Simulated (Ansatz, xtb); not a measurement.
**Relative energy of two structures of AlHOSi2**

Structure a: a triplet given by its coordinates. Structure b: a triplet given by its coordinates. Both are isolated molecules in the gas phase, relaxed with PBE0-D3(BJ)/pcseg-1.

a (Å):

```xyz
5

Al    0.1254    1.9078   -2.1013
O     1.2583    1.3147   -3.3760
Si    0.7035   -0.0508   -4.1264
Si   -1.2985    0.0087   -2.6952
H     0.5283    3.2159   -1.2932
```

Close contacts (Å): Al1–O2 1.81, Al1–Si4 2.45, O2–Si3 1.65, Si3–Si4 2.46, Al1–H5 1.59.

b (Å):

```xyz
5

Al   -0.6054    0.4953   -0.7182
O     1.0986   -0.0195   -1.0227
Si    0.7757   -1.6403   -1.1766
Si   -1.4106   -1.8132   -0.2182
H    -0.9581    2.0361   -0.8374
```

Close contacts (Å): Al1–O2 1.81, Al1–Si3 2.58, Al1–Si4 2.50, O2–Si3 1.66, Si3–Si4 2.39, Al1–H5 1.59.

Task: Estimate which is lower in electronic energy at CCSD(T)/def2-TZVP, and by roughly how much.

Result: The CCSD(T)/def2-TZVP calculation puts structure b lower, by 0.058 eV.

Level by level:

```json
{"level": "PBE0-D3(BJ)/pcseg-1", "geometry": "PBE0-D3(BJ)/pcseg-1", "E(b) − E(a) (eV)": "−0.012", "departure from the last row (eV)": "+0.047", "job, with rough time for the two": "optimisation, 77 s"}
{"level": "HF/def2-TZVP", "geometry": "PBE0-D3(BJ)/pcseg-1", "E(b) − E(a) (eV)": "+0.015", "departure from the last row (eV)": "+0.074", "job, with rough time for the two": "part of the CCSD(T) run"}
{"level": "MP2/def2-TZVP", "geometry": "PBE0-D3(BJ)/pcseg-1", "E(b) − E(a) (eV)": "−0.089", "departure from the last row (eV)": "−0.030", "job, with rough time for the two": "part of the CCSD(T) run"}
{"level": "CCSD(T)/def2-TZVP", "geometry": "PBE0-D3(BJ)/pcseg-1", "E(b) − E(a) (eV)": "−0.058", "departure from the last row (eV)": "", "job, with rough time for the two": "single point, 2 min"}
```

PBE0-D3(BJ)/pcseg-1, HF/def2-TZVP find them nearly level. The largest departure from CCSD(T)/def2-TZVP is that of HF/def2-TZVP, 0.074 eV. Levels run at GFN2-xTB geometries aren't shown. The triplet state of b needn't be its ground state.

With harmonic frequencies from PBE0-D3(BJ)/pcseg-1 (ideal gas, rigid rotor, one conformer each, 298.15 K, 1 atm): on the last row, ΔE + ΔZPE = −0.056, ΔH = −0.057, ΔG = −0.053 eV.

Open shells are spin-unrestricted. The correlated steps freeze 16 core orbitals. Mirror images aren't counted in ΔG. Programs: Ansatz 0.2.0; the last row on 1 thread of Intel(R) Xeon(R) 6975P-C (Granite Rapids) on a shared host.
